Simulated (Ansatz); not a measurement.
The cluster Ge₂O₂⁺. Charge 1, multiplicity 2. Geometry PBE-D4/def2-SVP.

Cartesian coordinates in Å:
```
Ge -0.016 -0.481 -1.475
Ge 0.017 0.481 1.475
O -0.846 0.664 -0.207
O 0.845 -0.665 0.207
```

The 6-31G sets use Cartesian d functions. B3LYP takes the VWN-RPA correlation. At HF/STO-3G the charge 1 doublet is spin-contaminated (final ⟨S²⟩ up to 0.85, 0.75 for a pure state). The structure comes from a short search, and lower isomers may exist.

(1) Estimate the α-spin orbital energies around the gap (eV) in Ansatz with HF/STO-3G, PBE-D4/def2-SVP, PBE-D4/def2-TZVP, r2SCAN-D4/def2-TZVP, B3LYP-D4/6-31G.

Answers

(1) 
```tsv
orbital	HF/STO-3G	PBE-D4/def2-SVP	PBE-D4/def2-TZVP	r2SCAN-D4/def2-TZVP	B3LYP-D4/6-31G
HOMO−9	-24.23	-30.72	-30.94	-32.42	-33.82
HOMO−8	-24.20	-28.46	-28.84	-30.35	-31.47
HOMO−7	-23.28	-19.72	-19.63	-20.07	-21.29
HOMO−6	-22.05	-17.37	-17.46	-18.06	-18.86
HOMO−5	-18.75	-15.99	-15.91	-16.37	-17.25
HOMO−4	-18.64	-15.05	-15.04	-15.51	-16.40
HOMO−3	-17.66	-14.80	-14.78	-15.16	-15.88
HOMO−2	-17.02	-13.36	-13.35	-13.99	-14.85
HOMO−1	-15.71	-13.31	-13.35	-13.83	-14.69
HOMO	-13.17	-12.71	-12.68	-12.99	-13.58
LUMO	-1.99	-9.11	-9.06	-8.98	-8.59
LUMO+1	-0.75	-8.09	-8.10	-8.01	-7.56
LUMO+2	0.03	-7.74	-7.78	-7.58	-7.16
LUMO+3	4.01	-5.93	-5.96	-5.68	-5.24
LUMO+4	5.51	-5.09	-5.22	-4.79	-4.64
LUMO+5	7.82	-4.06	-4.16	-3.60	-3.46
β HOMO	-13.09	-12.58	-12.55	-12.84	-13.43
β LUMO	-2.23	-11.52	-11.51	-11.16	-10.46
```
